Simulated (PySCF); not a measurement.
**Bond energies at r²SCAN/def2-TZVPP beside a composite method**

PySCF, lowest determinants of a PBE0 search. The composite is CCSD(T) extrapolated to the basis-set limit from two correlation-consistent sets, with core-valence (CV) and scalar-relativistic (SR) terms as its label shows; it has no spin–orbit coupling and nothing beyond (T).

| species | state (unpaired electrons) | De r²SCAN (eV) | De composite (eV) | composite | dissociates to |
| --- | --- | --- | --- | --- | --- |
| SiP | doublet (π ↑) | 3.73 | 3.75 | CCSD(T)/CBS(TQ)+CV+SR | Si + P |
| HBr | singlet (closed shell) | 4.05 | 4.06 | CCSD(T)/CBS(TQ)+CV | H + Br |
| GeH | doublet (π ↑) | 2.95 | 2.95 | CCSD(T)/CBS(DT) | Ge + H |
| ZnS | singlet (closed shell) | 1.61 | 1.49 | CCSD(T)/CBS(TQ) | Zn + S |
| BBr | singlet (closed shell) | 4.63 | 4.58 | CCSD(T)/CBS(TQ)+CV | B + Br |
| ZnI | doublet (σ ↑) | 1.64 | 1.22 | CCSD(T)/CBS(DT) | Zn + I |
| CdF | doublet (σ ↑) | 2.63 | 2.54 | CCSD(T)/CBS(DT) | Cd + F |
| CsBr | singlet (closed shell) | 4.22 | 4.07 | CCSD(T)/CBS(DT) | Cs + Br |

**Question.** Does r²SCAN bind more or less than the composite, by how much on average, and where is the difference largest?

**Answer.** r²SCAN/def2-TZVPP binds more on average, method and basis taken together: the mean signed difference is +0.10 eV and the mean absolute one 0.11 eV; it is largest for ZnI (+0.42 eV).

The molecules are drawn from runs that passed checks on state, spin purity and fit, so the hardest cases are missing and the errors look smaller than over all diatomics.

Correlated steps freeze the inner cores (4 to 37 orbitals); shallow outer-core shells are correlated. These are scalar-relativistic numbers at best; spin–orbit coupling would shift them, the dissociation energy most. Where the molecule has an RHF reference, its open-shell atoms are computed with UHF. The CCSD T1 diagnostic is raised in ZnS, a sign that a single reference may not be enough there. States were picked by a PBE0 search and need not be the measured ground states.
